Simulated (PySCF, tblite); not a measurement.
A database entry of computed molecular properties. Lists by class give the value and the number of equivalent atoms.

```json
{
 "formula": "C2H6Cl2F2Si3",
 "smiles": "F[Si@H]1[SiH2][C@](F)(C(Cl)Cl)[SiH2]1",
 "inchi": "InChI=1S/C2H6Cl2F2Si3/c3-1(4)2(5)7-9(6)8-2/h1,9H,7-8H2/t2-,9+",
 "charge": 0,
 "multiplicity": 1,
 "geometry_level": "GFN2-xTB",
 "atoms_angstrom": [
  ["F", -3.166, 1.356, -0.589],
  ["Si", -1.913, 0.371, -0.906],
  ["Si", 0.188, 1.404, -0.824],
  ["C", 0.606, 0.108, 0.603],
  ["F", 1.083, 0.753, 1.755],
  ["C", 1.655, -0.893, 0.215],
  ["Cl", 3.198, -0.125, -0.278],
  ["Cl", 1.029, -1.829, -1.149],
  ["Si", -1.131, -0.756, 0.989],
  ["H", -2.444, -0.315, -2.08],
  ["H", 1.1, 1.286, -1.96],
  ["H", 0.368, 2.731, -0.233],
  ["H", 1.906, -1.588, 1.019],
  ["H", -1.502, -0.286, 2.327],
  ["H", -0.982, -2.209, 1.089]
 ],
 "electronic_structure_code": "PySCF",
 "results": {
  "GFN2-xTB geometry": {
   "point_group": "C1",
   "rotational_constants_GHz": [1.196, 0.499, 0.477]
  },
  "PBE0/pcSseg-1 ground state and GIAO shieldings, non-relativistic": {
   "dipole_D": 1.54,
   "homo_eV": -7.94,
   "lumo_eV": -1.89,
   "shift_vs_computed_TMS_C_by_class_ppm": [
    [103.6, 1],
    [90.1, 1]
   ],
   "shift_vs_computed_TMS_H_by_class_ppm": [
    [6.45, 1],
    [6.41, 1],
    [5.04, 2],
    [4.99, 2]
   ],
   "shielding_other_nuclei_by_class_ppm": [
    ["F", 348.2, 1],
    ["F", 408.9, 1],
    ["Si", 313.6, 1],
    ["Si", 390.3, 2],
    ["Cl", 668.4, 2]
   ],
   "charges_hirshfeld_e_by_atom": [-0.21, 0.27, 0.21, -0.08, -0.12, 0.02, -0.04, 0.02, 0.21, -0.07, -0.07, -0.06, 0.05, -0.06, -0.07]
  },
  "GFN2-xTB harmonic vibrations, gas phase": {
   "strongest_ir_bands_cm-1_km_per_mol_modes": [
    [456.8, 160.4, 1],
    [662.7, 573.5, 1],
    [804.7, 214.2, 1],
    [2231.3, 242.9, 1],
    [2263.5, 715.7, 1],
    [2271.3, 155.5, 1]
   ],
   "zpe_kcal_per_mol": 44.2
  }
 }
}
```

The dipole equals about 5.1 × 10⁻³⁰ C·m (1 D = 3.33564 × 10⁻³⁰ C·m). With B = h/(8π²I), that is 505.379 GHz u Å² over I, the principal moments of inertia are 422.5, 1011.8 and 1059.7 u Å² (most abundant isotopes); the inertial defect Ic − Ia − Ib is -374.6 u Å² (zero for a rigid planar frame, negative otherwise). The zero-point energy, half the sum of the 39 harmonic wavenumbers, equals 15470 cm⁻¹ or 185 kJ/mol. The rotational constants make it an asymmetric top with κ = (2B − A − C)/(A − C) = -0.94, nearer the prolate limit (−1).

The shieldings hold no spin–orbit term; for a carbon that bears several chlorines this term is known to matter. NMR classes are plain means over equivalent atoms (diastereotopic ones count apart unless rotation or inversion swaps them), as if these changed places fast; in this geometry the members of some classes differ.

Conformer computed: `[F:1][Si@H:2]1[SiH2:3][C@:4]([F:5])([CH:6]([Cl:7])[Cl:8])[SiH2:9]1`: Si3–C4–C6–Cl7 58°.

One conformer stands for the species.
